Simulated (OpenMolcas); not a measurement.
**Mn4+: moving or changing the point charges**

Mn4+ among 6 point charges of -1.5 e arranged as a trigonal prism (D3h), 2.02 Å from the ion, with a polar angle of 50.1° against the regular 49.1°.

```
Program             : OpenMolcas 26.06
Method              : SS-CASPT2, IPEA 0.25 Eh, imaginary shift 0.1 Eh (closed shells correlated: 3s 3p)
Basis               : ANO-RCC-VDZP [5s4p2d1f]
Scalar Hamiltonian  : DKH2, point nucleus
Active space        : 3 electrons in 5 orbitals (3d)
State averaging     : 2S+1 = 4 even, 10 roots; 2S+1 = 2 even, 40 roots
Spin-orbit coupling : RASSI with atomic mean-field integrals over the reference wave functions
```

Runs around this geometry, states (labels of D3, the rotations of D3h). Energies in cm-1 above the lowest state or level, χT in cm3 K/mol.

```tsv
R (Å)	q (e)	Polar angle / regular	Ground state	First state of that spin	First gap with spin-orbit (degeneracies)	χT at 300 K	First state of another spin
2.02	-1.5	0.94	4A2	4E 900	220 (2, 2)	0.858	2E 19060
2.02	-0.75	1.02	4A2	4E 200	280 (2, 2)	0.671	2E 18760
1.93	-1.5	1.02	4A2	4E 930	220 (2, 2)	0.868	2E 19280
2.02	-1.5	1.02	4A2	4E 690	250 (2, 2)	0.781	2E 19110
2.24	-1.5	1.02	4A2	4E 320	290 (2, 2)	0.685	2E 18830
```

Taking the first state of the same spin as R^-n, n = -ln(320 / 930) / ln(2.24 / 1.93) = 7.2 between the shortest and longest distance.

Roots that are degenerate in the reference are averaged as groups; the widest CASPT2 spread within a group is 47 cm-1 (the 2-fold group of multiplicity 2 near 19300 cm-1 above the lowest state of its run, R = 1.93, q = -1.5, ratio = 1.02). Shifts and gaps below about the spread of the groups concerned are not significant. The ground term spreads over less than 5000 cm-1, several times less than with real ligands, so orbital moments are less quenched and χT lies further from the spin-only value than at real sites. Free-ion shares, where given, are those of the reference states; single-state CASPT2 does not remix them. Spin-orbit coupling mixes the spin-free states strongly: the lowest level takes only 50 % from its leading state, 4A2 (figures for R = 2.02, q = -0.75, ratio = 1.02; the like holds for R = 2.02, q = -1.5, ratio = 1.02, R = 2.24, q = -1.5, ratio = 1.02). Point charges carry no covalency, so the field is a model and not that of real ligands. An unlabelled pair can be two single states that coincide in this model. No measured value stands beside these numbers.
